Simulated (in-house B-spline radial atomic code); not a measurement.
## RPA and G0W0 on LC-wPBE: Ne3+

Configuration [He] 2s2 2p3, highest spin, mean-field start LC-wPBE. Computed with a B-spline radial code for spherical atoms: all electrons, scalar-relativistic (spin-free one-electron X2C), finite nucleus, each spin shell either full or empty, empty states to l = 9 with an (l + 1/2)⁻⁴ tail; G0W0 by contour deformation at full frequency.

Command:
```bash
python run_gw.py task.json out
```
Settings (radii: box in bohr, nucleus in fm):
```
Z                        10
electrons                7
configuration            [He] 2s2 2p3
hamiltonian              x2c
method                   lc_wpbe
lmax                     9
rms_radius               3.0055
spin_polarised           True
box_radius               14.14
intervals                70
```

Cost of the run: 1 s on 1 thread of AMD EPYC 9R14, with other jobs on the host.

Energies (hartree):

```tsv
term	value
mean-field total	-124.38780
Hartree-Fock functional on these orbitals	-124.24432
direct second order	-0.38383
second-order exchange	0.17788
SOSEX correction	0.16202
```

Problem. What is the RPA correlation energy, and what remains with SOSEX?

Solution. RPA gives -0.34419 hartree (-1.34 eV per electron); RPA + SOSEX gives -0.18217, and the second-order doubles -0.20595 hartree (no singles). SOSEX takes back 47 % of the RPA value.

Quasi-particle levels (eV):

```json
{"level": "2p up", "occupied": "yes", "mean field": "-89.56", "Σx - vxc": "-9.00", "Σc": "?", "QP weight": "?", "G0W0": "?"}
{"level": "2s down", "occupied": "yes", "mean field": "-103.60", "Σx - vxc": "-3.63", "Σc": "-2.09", "QP weight": "0.964", "G0W0": "-109.32"}
{"level": "2p down", "occupied": "no", "mean field": "-69.40", "Σx - vxc": "9.96", "Σc": "-3.99", "QP weight": "0.967", "G0W0": "-63.43"}
```

G0W0 = mean field + (Σx - vxc) + Σc, with Σc (partial-wave tail included) taken at the quasi-particle energy. Levels of low weight are left out.

Problem. Where does G0W0 put 2p up?

Solution. At -97.32 eV, with Σc = 1.24 eV and a quasi-particle weight of 0.961. The tabulated removal energy is 97.190 ± 0.0025 eV (NIST, semi-empirical).
